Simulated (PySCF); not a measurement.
# Ne⁺: ionisation energy

Ne⁺ [He] 2s2 2p5 (2P) → Ne²⁺ [He] 2s2 2p4 (3P), as a difference of total energies. All numbers are calculated (PySCF 2.14, the spin-free X2C one-electron Hamiltonian (Gaussian nucleus), in aug-cc-pVDZ-DK (4s3p2d, 23 functions)). Correlated levels: valence: 1s2 frozen. The calculations carry no spin-orbit coupling.

```tsv
method	ionisation energy (eV)	error (eV)
UHF	39.300	-1.663
r2SCAN	41.190	+0.227
B3LYP	41.349	+0.386
MP2 (valence)	40.513	-0.450
SCS-MP2 (valence)	40.461	-0.502
CCSD (valence)	40.459	-0.504
CCSD(T) (valence)	40.480	-0.483
```

Reference: 40.963 eV (measured; NIST Atomic Spectra Database, ionization energies).

Errors of the correlated levels include the incompleteness of this basis and the frozen core.
